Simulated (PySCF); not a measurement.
HOSi, SMILES [OH+]=[Si] (connectivity only; charge and spin as stated), charge +1, multiplicity 1.

The structure is a stationary point at r2SCAN-D4/def2-TZVPD. The isomer is the one that the SMILES or the coordinates give; other isomers of the formula were not compared.

Two levels are set side by side: TDDFT-PBE/def2-TZVPD (PySCF) and EOM-CCSD/aug-cc-pVDZ (PySCF). Vertical, same geometry; the bases differ. Differences are taken from unrounded values.

| quantity | EOM-CCSD |
|---|---|
| lowest singlet excitation (eV) | 7.77 |
| lowest triplet excitation (TDA for PBE) (eV) | 4.87 |

Question: What does TDDFT-PBE give, and how far is it from EOM-CCSD? (An estimate is asked for; the answer gives what the named calculation found.)

Answer: 
```
quantity                                      TDDFT-PBE  TDDFT-PBE minus EOM-CCSD
--------------------------------------------  ---------  ------------------------
lowest singlet excitation (eV)                     6.88                     -0.89
lowest triplet excitation (TDA for PBE) (eV)       4.70                     -0.17
```

A lower first singlet is the usual sign of a functional without exact exchange. Differences between two approximate levels are no errors against the true value.

Rough cost on one machine, each run with all the roots and properties that it gave: EOM-CCSD against TDDFT-PBE within a factor of 2.
